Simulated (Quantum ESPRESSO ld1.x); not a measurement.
Results of a calculation; reference values are marked as such.
The technetium ion Tc41+, configuration [He].

Level of theory: scalar-relativistic Kohn-Sham, LDA (Slater exchange, Perdew-Zunger correlation), spin-polarised, spherical densities, point nucleus (ld1.x of Quantum ESPRESSO 7.5).

Energy parts (eV):
total: -50763.14
kinetic: 53423.70
electron-nucleus: -105036.56
Hartree: 1503.81
exchange-correlation: -654.09

Orbitals (lengths in bohr, moments of r in powers of bohr; <r^-3> diverges for s and p1/2; r(90%) holds 90 % of the orbital's charge):
orbital,occ.,eigenvalue (eV),r(90%),<r^-3>,<1/r>
1s,2,-24737.6,0.0610,-,44.88

The highest occupied level is 1s at -24738 eV. For comparison, the ionisation energy in NIST's Atomic Spectra Database is 25004.5 eV (theoretical). In exact Kohn-Sham theory the highest level is minus the ionisation energy, but local and semilocal functionals leave it too shallow, through self-interaction and a potential that decays too fast; potentials with the right tail come closer.
